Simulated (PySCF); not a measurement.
C₆H₁₃OP.
Numbering: `[CH3:1][CH:2]([CH3:3])[P@@:4]1(=[O:5])[CH2:6][C@H:7]1[CH3:8]` (hydrogens: H9, H10, H11 on C1; H12 on C2; H13, H14, H15 on C3; H16, H17 on C6; H18 on C7; H19, H20, H21 on C8)

The same species was optimised twice, with GFN2-xTB and with PBE0-D3(BJ)/def2-SVP (PySCF), and the same property calculations (PySCF, gas phase) were run on both structures.

```tsv
coordinate	GFN2-xTB	PBE0-D3(BJ)/def2-SVP	change
P4=O5 (Å)	1.470	1.497	+0.027
C2–P4 (Å)	1.848	1.828	-0.020
P4–C7 (Å)	1.817	1.797	-0.020
P4–C6 (Å)	1.811	1.794	-0.017
C2–C3 (Å)	1.522	1.527	+0.005
C1–C2 (Å)	1.521	1.526	+0.005
C6–C7 (Å)	1.566	1.561	-0.005
C7–C8 (Å)	1.506	1.506	0.000
O5–P4–C6 (°)	121.9	125.9	+4.0
C6–C7–C8 (°)	117.2	120.4	+3.2
O5–P4–C7 (°)	122.0	125.2	+3.2
C2–P4–C7 (°)	115.3	112.7	-2.6
C3–C2–P4 (°)	106.8	108.7	+1.9
C2–P4–O5 (°)	117.2	115.4	-1.8
C2–P4–C6 (°)	112.6	111.0	-1.6
C1–C2–P4 (°)	107.5	108.8	+1.3
C1–C2–P4–O5 (°)	59	63	+4
```

Rotational constants: A = 2325, B = 1326, C = 1152 MHz (GFN2-xTB) against A = 2264, B = 1370, C = 1162 MHz (PBE0-D3(BJ)/def2-SVP). Point groups within 0.08 Å: C1 and C1.

On the GFN2-xTB structure: HOMO (eV) -6.81 [PBE0/pcSseg-1]; LUMO (eV) 0.91 [PBE0/pcSseg-1]; dipole (D) 4.01 [PBE0/pcSseg-1]; GIAO shielding of C1 (ppm) 168.0 [PBE0/pcSseg-1]; GIAO shielding of C2 (ppm) 154.1 [PBE0/pcSseg-1]; GIAO shielding of C3 (ppm) 168.2 [PBE0/pcSseg-1]; GIAO shielding of P4 (ppm) 370.0 [PBE0/pcSseg-1]; GIAO shielding of O5 (ppm) 304.1 [PBE0/pcSseg-1]; GIAO shielding of C6 (ppm) 166.5 [PBE0/pcSseg-1]; GIAO shielding of C7 (ppm) 162.7 [PBE0/pcSseg-1]; GIAO shielding of C8 (ppm) 169.2 [PBE0/pcSseg-1].

**Question.** What do these properties become on the PBE0-D3(BJ)/def2-SVP structure?

**Answer.** 
```
                                    property          level  on GFN2-xTB  on PBE0-D3(BJ)/def2-SVP  change
                                   HOMO (eV)  PBE0/pcSseg-1        -6.81                    -6.85   -0.04
                                   LUMO (eV)  PBE0/pcSseg-1         0.91                     0.86   -0.05
                                  dipole (D)  PBE0/pcSseg-1         4.01                     4.14   +0.13
energy, GFN2-xTB geometry as zero (kcal/mol)  PBE0/pcSseg-1          0.0                     -2.0    -2.0
                  GIAO shielding of C1 (ppm)  PBE0/pcSseg-1        168.0                    165.5    -2.5
                  GIAO shielding of C2 (ppm)  PBE0/pcSseg-1        154.1                    154.4    +0.3
                  GIAO shielding of C3 (ppm)  PBE0/pcSseg-1        168.2                    166.2    -2.0
                  GIAO shielding of P4 (ppm)  PBE0/pcSseg-1        370.0                    368.2    -1.8
                  GIAO shielding of O5 (ppm)  PBE0/pcSseg-1        304.1                    305.5    +1.4
                  GIAO shielding of C6 (ppm)  PBE0/pcSseg-1        166.5                    166.2    -0.3
                  GIAO shielding of C7 (ppm)  PBE0/pcSseg-1        162.7                    165.2    +2.5
                  GIAO shielding of C8 (ppm)  PBE0/pcSseg-1        169.2                    168.1    -1.1
```

The heavy atoms differ by 0.077 Å rms after alignment. Among bonds between heavy atoms P4=O5 changes most (+0.027 Å). Changes are differences of the printed values. Neither structure is proved a minimum here.

Shape of the structure used: `[CH3:1][CH:2]([CH3:3])[P@@:4]1(=[O:5])[CH2:6][C@H:7]1[CH3:8]`: C1–C2–P4–O5 63°.
